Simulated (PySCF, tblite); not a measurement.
Compound: C5HClF4.
Atom-mapped SMILES: `[F:1][C:2]1=[C:3]([C:4]([F:5])([F:6])[F:7])[C:8]/1=[CH:9]/[Cl:10]` (hydrogens: H11 on C9)

Structure optimised with GFN2-xTB, isolated species.

Problem. What internal coordinates does the optimisation give?

Solution. 
```
               bond  length (Å)   order
              F1–C2       1.294  single
              C2=C3       1.323  double
              C3–C4       1.476  single
C4–F5, C4–F6, C4–F7       1.340  single
              C3–C8       1.487  single
              C8=C9       1.309  double
            C9–Cl10       1.729  single
              C2–C8       1.440  single
             C9–H11       1.076  single
```

Bonds in one row agree within 0.01 Å and their mean is given. Orders are formal, as drawn. A selection of angles:
```
     angle  degrees
  F1–C2–C3    147.0
  F1–C2–C8    148.0
  C3–C2–C8     65.0
  C2–C3–C4    151.0
  C2–C3–C8     61.3
  C4–C3–C8    147.7
  C3–C4–F5    111.9
  F5–C4–F6    106.7
  C3–C8–C9    151.8
  C2–C8–C3     53.7
  C2–C8–C9    154.6
C8–C9–Cl10    121.4
```

Dihedral angles: F1–C2–C3–C4 0° (synperiplanar); C2–C3–C4–F5 118° (anticlinal); C2–C3–C8–C9 180° (antiperiplanar); C3–C8–C9–Cl10 180° (antiperiplanar); F1–C2–C8–C3 180° (antiperiplanar).

The C–C distances run from 1.309 Å (C8=C9, drawn double) to 1.487 Å (C3–C8, drawn single), a spread of 0.178 Å. The C–F distances run from 1.294 Å (F1–C2, drawn single) to 1.341 Å (C4–F5, drawn single), a spread of 0.047 Å. The 3-membered ring C2–C3–C8 has internal angles of 53.7° to 65.0°.

Its lowest GFN2-xTB frequency is 10 cm⁻¹, too small to tell a flat minimum from a shallow saddle. 2 starts were optimised and ended at 0.00 and 0.04 kcal/mol (GFN2-xTB); the lowest of these is shown.

All values are computed, not measured.
